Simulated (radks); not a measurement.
Results of a calculation; reference values are marked as such.
Lu III, 69 electrons, occupied as [Xe] 4f14 6s1.

Code: a radial shooting solver on a logarithmic mesh with Libxc functionals. Model: Dirac Kohn-Sham, PBE, spin-unpolarised, spherical densities, finite nucleus; Fermi nuclear charge, rms radius 5.37 fm.

Energy parts (eV):
total: -396700.69
kinetic: 442057.53
electron-nucleus: -985226.08
Hartree: 154676.29
exchange-correlation: -8208.43

Orbitals (lengths in bohr, moments of r in powers of bohr; r(max) is where P^2 peaks):
\begin{tabular}{lrrrr}
orbital & occ. & eigenvalue (eV) & <1/r> & r(max) \\ \hline
1s1/2 & 2 & -63160.87 & 82.18 & 0.01213 \\
2s1/2 & 2 & -10759.61 & 19.88 & 0.06950 \\
2p1/2 & 2 & -10272.01 & 19.86 & 0.05193 \\
2p3/2 & 4 & -9154.533 & 16.96 & 0.05845 \\
3s1/2 & 2 & -2451.538 & 7.291 & 0.1960 \\
3p1/2 & 2 & -2235.477 & 7.208 & 0.1839 \\
3p3/2 & 4 & -1997.120 & 6.463 & 0.1973 \\
3d3/2 & 4 & -1629.841 & 6.353 & 0.1552 \\
3d5/2 & 6 & -1577.799 & 6.173 & 0.1589 \\
4s1/2 & 2 & -501.7902 & 3.053 & 0.4466 \\
4p1/2 & 2 & -413.7513 & 2.943 & 0.4475 \\
4p3/2 & 4 & -359.5403 & 2.683 & 0.4762 \\
4d3/2 & 4 & -214.6920 & 2.462 & 0.4759 \\
4d5/2 & 6 & -204.7971 & 2.398 & 0.4851 \\
5s1/2 & 2 & -78.2133 & 1.145 & 1.044 \\
5p1/2 & 2 & -53.7628 & 1.012 & 1.133 \\
5p3/2 & 4 & -46.7568 & 0.9232 & 1.220 \\
4f5/2 & 6 & -27.6925 & 1.848 & 0.4661 \\
4f7/2 & 8 & -26.1664 & 1.816 & 0.4715 \\
6s1/2 & 1 & -17.5740 & 0.4143 & 2.739 \\
\end{tabular}

The highest occupied level is 6s1/2 at -17.574 eV. Summed over all electrons, <r^2> = 42.72 bohr^2, which gives a Langevin (diamagnetic) susceptibility term of -33.8 x 10^-6 cm^3/mol. For comparison, the ionisation energy in NIST's Atomic Spectra Database is 20.959 eV (measured). In exact Kohn-Sham theory the highest level is minus the ionisation energy, but local and semilocal functionals leave it too shallow, through self-interaction and a potential that decays too fast; potentials with the right tail come closer.

Beside tabulated values, note that spin-unpolarised runs miss the spin-polarisation part of the exchange energy of open shells.
